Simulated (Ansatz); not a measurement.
Species: SiHF, charge 0, singlet. SiHF (SMILES F[SiH]).
B3LYP-D3(BJ)/def2-TZVP minimum from Ansatz (an electronic-structure program):
```
Si
F 1 1.6199
H 1 1.5380 2 96.45
```

Total energies in hartree (Ansatz). Radicals and triplets start from unrestricted determinants; spin-orbit coupling is neglected. Cores are frozen in correlated methods. No relativity. For partners of very few electrons the exact lower level stands in for a higher one. The restricted determinant of HFSi (F[SiH], singlet) is unstable towards broken spin symmetry in at least one set run.

```csv
species,HF/cc-pV(T+d)Z,CCSD(T)/cc-pV(T+d)Z,HF/cc-pV(Q+d)Z,CCSD(T)/cc-pV(Q+d)Z,CCSDT(Q)/cc-pV(Q+d)Z
1: SiHF (SMILES [SiH]F),-389.00759,-389.39119,-389.02091,-389.43463,-389.43560
2: Si (triplet),-288.85649,-288.93344,-288.85845,-288.93781,-288.93861
3: H (doublet),-0.49981,-0.49981,-0.49995,-0.49995,-0.49995
4: F (doublet),-99.40552,-99.62036,-99.41377,-99.65026,-99.65054
```

Problem. Work out the atomisation energy (electronic, to ground-state atoms) in kJ/mol: take Hartree-Fock from cc-pV(Q+d)Z, extrapolate the CCSD(T) correlation energy as X^-3 (X = 3, 4), and add CCSDT(Q) - CCSD(T) in cc-pV(Q+d)Z. 1 hartree = 2625.5 kJ/mol.

Solution. 
Species 1: correlation (64·(-0.41372) - 27·(-0.38360))/37 = -0.43570; step -0.00097; E1 = -389.02091 + (-0.43570) + (-0.00097) = -389.45758
Species 2: correlation (64·(-0.07936) - 27·(-0.07695))/37 = -0.08112; step -0.00080; E2 = -288.85845 + (-0.08112) + (-0.00080) = -288.94037
Species 3: correlation (64·(0.00000) - 27·(0.00000))/37 = 0.00000; step +0.00000; E3 = -0.49995 + (0.00000) + (+0.00000) = -0.49995
Species 4: correlation (64·(-0.23649) - 27·(-0.21484))/37 = -0.25229; step -0.00028; E4 = -99.41377 + (-0.25229) + (-0.00028) = -99.66634
-1·E1 +1·E2 +1·E3 +1·E4 = 0.35092 hartree = 921.3 kJ/mol.
